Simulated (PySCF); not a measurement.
# Dipole response of I⁺ (iodine, charge +1)

[Kr] 4d10 5s2 5p4, high-spin 3P determinant. Calculation: PySCF 2.14, in aug-cc-pVTZ-PP with one added diffuse shell each of d, f type with ECP28MDF (6s5p5d3f, 67 functions); scalar relativity through the core potential. Coupled (time-dependent) response in atomic units; α is the mean over directions.

```tsv
method	mean α (bohr³)	α xx, yy, zz	C₆ (like pair)	S(−4)
UHF	20.15	19.80, 20.84, 19.80	170.5	73.37
PBE	20.69	20.10, 21.88, 20.10	175.4	81.30
PBE0	20.32	19.81, 21.34, 19.81	171.8	76.54
TPSS	20.58	20.01, 21.71, 20.01	175.8	78.31
PW91	20.63	20.04, 21.80, 20.04	174.5	80.96
```

S(−4) is the Cauchy moment in α(ω) = α(0) + S(−4) ω² + …

Spin-orbit coupling is absent.

α(iu) at TPSS:

| u (hartree) | α(iu) (bohr³) |
| --- | --- |
| 0 | 20.58 |
| 0.0500 | 20.38 |
| 0.100 | 19.83 |
| 0.200 | 17.92 |
| 0.300 | 15.52 |
| 0.500 | 11.07 |
| 0.750 | 7.320 |
| 1.00 | 5.102 |
| 1.50 | 2.884 |
| 2.00 | 1.878 |
| 3.00 | 1.002 |
| 5.00 | 0.4309 |

A single London oscillator, α(iu) = α/(1 + u²/ω²), gives C₆ = (3/4) ω α². Matching the computed C₆ needs ω = 4 × 175.8 / (3 × 20.58²) = 0.553 hartree.

For an ion, C₆ is the dispersion term alone; charge-induced terms of lower order in 1/R come first.

The components differ because the open shell of this determinant is not spherical; for a pure term their mean is the scalar polarisability.

Energies and moments cover only the electrons outside the core potential.
